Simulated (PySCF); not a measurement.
Method: PBE-D3(BJ)/def2-TZVP // PBE0-D3(BJ)/def2-TZVP (PySCF). Isolated molecules, 0 K electronic values unless said otherwise. 

Reference species (SMILES): `B=C=[SiH2]` (neutral, multiplicity 1).

The dipole moment is 1.52 D and the HOMO–LUMO gap is 2.16 eV. The LUMO is -3.45 eV.

Changed species: `C1=B[SiH2]1`.

**Question.** Give the shifts of the dipole moment, HOMO–LUMO gap and LUMO.

**Answer.** the dipole moment falls by 0.35 D, to 1.17 D; the HOMO–LUMO gap rises by 0.47 eV, to 2.63 eV; the LUMO drops by 0.06 eV, to -3.51 eV.
